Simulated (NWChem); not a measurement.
System: C₃H₇F; SMILES FC(C)C

```xyz
11

C     -0.6358     0.1048     1.2680
C      0.0459    -0.3568     0.0000
C     -0.6358     0.1048    -1.2680
F      1.3442     0.1278     0.0000
H     -0.7020     1.2036     1.2893
H     -1.6538    -0.3065     1.3378
H     -0.0677    -0.2235     2.1504
H      0.1205    -1.4603     0.0000
H     -0.7020     1.2036    -1.2893
H     -1.6538    -0.3065    -1.3378
H     -0.0677    -0.2235    -2.1504
```
Atoms are numbered in this order, from 1.

Results from NWChem. Pople sets run with spherical d functions. Structure relaxed at the PBE0/def2-SVP level. Atomic charges in e: unrestrained fits to the electrostatic potential beside Mulliken populations; buried atoms are poorly determined by the fit.

For level B3LYP/def2-SVP:

```yaml
Mulliken C1: 0.01
Mulliken C2: 0.17
Mulliken C3: 0.01
Mulliken F4: -0.28
```

What are these values for level Hartree-Fock/6-31G*?

The Mulliken C1 is -0.53. The Mulliken C2 is 0.34 and the Mulliken C3 comes out as -0.53. The Mulliken F4 is -0.47.
